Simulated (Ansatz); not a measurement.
Start from `[OH][GaH][GeH3]` and change one element to get `O[BH][GeH3]`.

Ansatz, PBE0-D4/def2-TZVP geometries, multiplicity 1. Each molecule was computed in one conformer, which needn't be the lowest.

Scalar relativity is left out up to krypton.

| property | `[OH][GaH][GeH3]` |
| --- | --- |
| LUMO energy (B3LYP/def2-TZVPP) / eV | -1.77 |
| HOMO energy (ωB97M-V/def2-TZVPP) / eV | -9.71 |
| size of the dipole moment (PBE/def2-TZVPP) / D | 1.15 |
| HOMO–LUMO gap (B3LYP/def2-TZVPP) / eV | 5.70 |
| HOMO–LUMO gap (PBE0/def2-TZVPP) / eV | 6.15 |
| zero-point energy (PBE0-D4/def2-TZVP) / kJ/mol | 114.2 |

Task: What does the change do to each property? (Estimate.)

Result: The calculation gave: 
| property | `O[BH][GeH3]` | shift |
| --- | --- | --- |
| LUMO energy (B3LYP/def2-TZVPP) / eV | -1.21 | 0.56 |
| HOMO energy (ωB97M-V/def2-TZVPP) / eV | -9.99 | -0.28 |
| size of the dipole moment (PBE/def2-TZVPP) / D | 2.29 | 1.14 |
| HOMO–LUMO gap (B3LYP/def2-TZVPP) / eV | 6.44 | 0.74 |
| HOMO–LUMO gap (PBE0/def2-TZVPP) / eV | 6.84 | 0.69 |
| zero-point energy (PBE0-D4/def2-TZVP) / kJ/mol | 132.5 | 18.3 |

With PBE0 the HOMO falls by 0.16 eV and the LUMO rises by 0.53 eV, so the gap widens by about 0.69 eV. PBE moves the HOMO by -0.05 eV and ωB97M-V by -0.28 eV. Dipoles are sizes alone; their direction can turn.

B3LYP here is the variant with VWN-RPA as its local correlation; programs differ in this.
